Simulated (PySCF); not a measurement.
## Static response to an electric field

C3H6AsN.
Structure used (PBE0-D3(BJ)/def2-SVP), in Å, numbered top down from 1:
```
atom  x, y, z in Å
C1    -0.8974   -0.5429    0.3423
C2     0.0274    0.3296   -0.5027
As3    1.9908   -0.0517   -0.2815
C4    -0.1755    1.7472   -0.2516
N5    -0.3322    2.8716   -0.0210
H6    -0.7439   -1.6033    0.1003
H7    -0.6993   -0.4026    1.4149
H8    -1.9532   -0.2928    0.1538
H9    -0.1615    0.1581   -1.5756
H10    1.7837   -1.5648   -0.3122
H11    1.9282   -0.0171    1.2424
```

Level: B3LYP/def2-SVPD (PySCF), static field, nuclei fixed, core orbitals frozen in the response. The polarisability tensor in these axes (au):

```
x   77.04 -6.62 -1.48
y   -6.62 80.89  0.48
z   -1.48  0.48 60.14
```

Question: What are the eigenvalues, a third of the trace, and Δα (Δα² = ½Σ(αi − αj)² over the three pairs)?

Answer: Principal values 60.01, 72.14 and 85.92 au; mean 72.69 au = 10.77 Å³ = 11.99 × 10⁻⁴⁰ C²·m²/J; Δα = 22.45 au (31 % of the mean).

Question: What is the dipole moment, and where does it point?

Answer: (0.13, -4.11, -0.46) D, 4.14 D in size, pointing from the negative to the positive side. Measured along this direction, the outermost atoms are N5 at the negative end and H10 and H6 at the positive end.

Question: Form Σ f/ω² (atomic units) for the 6 lowest TDDFT singlets, given as eV and f, and set it beside the mean polarisability, which is this sum over all singlets: 6.17, 0.0575; 6.52, 0.0834; 6.82, 0.0276; 7.09, 0.0389; 7.22, 0.0371; 7.35, 0.0001.

Answer: They add up to 4.11 au, 5.7 % of the 72.69 au; the largest single term is 1.45 au, from the state at 6.52 eV. Terms in order: 1.12, 1.45, 0.44, 0.57, 0.53, 0.00 au. Higher excitations give the rest. The strengths listed sum to 0.245.

Question: Refractivity n − 1 of an ideal gas of it at 298.15 K and 1 atm, from the electronic α?

Answer: N = p/kT = 2.4615 × 10¹⁹ cm⁻³, so n − 1 = 2π × N × 10.77 × 10⁻²⁴ cm³ = 1666 × 10⁻⁶ at long wavelengths.

Question: Find the Langevin capture rate constant for NH4+ (18.034 u) meeting this molecule (130.972 u), k = 2.342 × 10⁻⁹ cm³/s × √(α in Å³ / reduced mass in u).

Answer: The reduced mass is 15.85 u, so k = 1.93 × 10⁻⁹ cm³/s. The formula leaves out the permanent dipole, which adds to the capture rate.

The structure is a single PBE0-D3(BJ)/def2-SVP conformer in the gas phase; no vibrational or solvent corrections. The calculation is non-relativistic, for arsenic too.

These values come from a run that also computed excited states. Hardware: one thread of an AMD EPYC 7B13, shared host. Cost: 15 s wall, 0.73 GiB resident at most.
